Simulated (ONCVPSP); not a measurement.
Ti (Z = 22): one change to an ONCV potential, before and after

ONCVPSP 4.0.1 input, shortened (lines: element, Z, core and valence counts, functional; n l f; lmax; l rc ep ncon nbas qcut; lloc lpopt rc5 dvloc0; l nproj debl; icmod fcfact rcfact), PBE, scalar-relativistic:

```
  Ti 22.00    3    3        4      upf
    1    0    2.00
    2    0    2.00
    2    1    6.00
    3    0    2.00
    3    1    6.00
    3    2    1.00
    2
    0    1.00    0.00    4    9    5.40
    1    1.15    0.00    4    9    8.40
    2    1.40    0.00    4    9   10.60
    4    5    0.80    6.00
    0    2    2.00
    1    2    2.20
    2    3    0.40
    0    0.00    0.00
```

In the s channel the program set the typed energies aside and used -3.493, 0.250 Ha. In the p channel the program set the typed energies aside and used -2.606, 0.250 Ha. In the d channel the program set the typed energies aside and used -1.275, 0.250, 0.650 Ha.

All-electron outer shells of the reference configuration (PBE, scalar-relativistic, ld1.x):

```
shell  level (eV)  outermost node (bohr)  outermost maximum (bohr)
   3s      -95.04                   0.40                      0.87
   3p      -70.92                   0.37                      0.89
   3d      -34.69                      –                      0.92
```

Change: p: rc 1.44.

Cutoffs: the cutoffs (Ha) at which the residual kinetic energy of the hardest occupied pseudo-wave falls to 1 and 0.1 mHa per electron; they do not see the model core or the augmentation charge, which bear on the density cutoff. Errors are all-electron minus pseudo energies relative to the spin-unpolarised reference configuration.

Task: How do hardness, ghosts and transferability respond?

Result: The potential gets neither clearly harder nor softer (223 Ha and 257 Ha → 223 Ha and 257 Ha); the errors of the 4 common tests hardly move; neither file shows a bound ghost.

```tsv
quantity	base	changed
cutoff, loose	223 Ha	223 Ha
cutoff, tight	257 Ha	257 Ha
loose cutoff by channel	s 223 Ha, p 19 Ha, d 43 Ha	s 223 Ha, p 20 Ha, d 43 Ha
bound ghosts	none	none
GHOST(+) flags under 300 eV	none	none
error for 3s2 3p6 3d2 4s2, meV [ΔE -47.87 eV]	+16	+17
error for 3s2 3p6 3d2 4s1, meV [ΔE -40.52 eV]	+19	+20
error for 3s2 3p6 3d2, meV [ΔE -26.95 eV]	+23	+24
error for 3s2 3p6 3d2 4p2, meV [ΔE -41.58 eV]	+20	+21
s: phases at 1.02 bohr within 0.05 rad from the reference energy up to (Ha; the scan ends near 5)	to the end of the scan	to the end of the scan
d: phases at 1.42 bohr within 0.05 rad from the reference energy up to (Ha; the scan ends near 5)	to the end of the scan	to the end of the scan
```
